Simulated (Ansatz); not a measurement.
Relaxation of AlCl₂H₄N (8 atoms, charge 0, multiplicity 1), to a largest force component of 0.03 eV/Å in at most 50 steps.

Theory: Ansatz, RHF/6-31G*.

```xyz
8
Properties=species:S:1:pos:R:3
Al 0.058 -0.661 -0.417
H -0.003 0.158 2.225
Cl 1.834 0.371 -0.808
Cl -1.754 0.076 -1.151
N 0.068 -2.230 0.561
H -0.711 -2.858 0.583
H 0.905 -2.672 0.888
H -0.028 -0.530 2.071
```

Where does it end, and by what steps?

The forces met the threshold. The force dipped under the threshold on the way, but the program's further checks kept it going. After 8 steps the energy has fallen by 0.332 eV; H8 moved furthest, 0.94 Å.

```json
{"step": "0", "energy less start (eV)": "0.0000", "largest force component (eV/Å)": "1.814", "accepted": "yes"}
{"step": "1", "energy less start (eV)": "-0.2243", "largest force component (eV/Å)": "1.022", "accepted": "yes"}
{"step": "2", "energy less start (eV)": "-0.2864", "largest force component (eV/Å)": "0.624", "accepted": "yes"}
{"step": "3", "energy less start (eV)": "-0.3173", "largest force component (eV/Å)": "0.276", "accepted": "yes"}
{"step": "4", "energy less start (eV)": "-0.3275", "largest force component (eV/Å)": "0.144", "accepted": "yes"}
{"step": "5", "energy less start (eV)": "-0.3308", "largest force component (eV/Å)": "0.109", "accepted": "yes"}
{"step": "6", "energy less start (eV)": "-0.3318", "largest force component (eV/Å)": "0.005", "accepted": "yes"}
{"step": "7", "energy less start (eV)": "-0.3323", "largest force component (eV/Å)": "0.020", "accepted": "yes"}
{"step": "8", "energy less start (eV)": "-0.3324", "largest force component (eV/Å)": "0.017", "accepted": "yes"}
```

```xyz
8
Properties=species:S:1:pos:R:3
Al 0.088 -0.854 -0.698
H -0.126 0.583 3.018
Cl 1.872 0.158 -1.116
Cl -1.728 -0.063 -1.375
N 0.115 -2.352 0.208
H -0.694 -2.889 0.438
H 0.943 -2.788 0.555
H -0.102 -0.141 2.923
```

Whether the end is a true minimum wasn't checked by a vibrational analysis.

Run time: 17 s on 1 thread of Arm Neoverse V1 (shared host), peak memory 0.15 GiB.
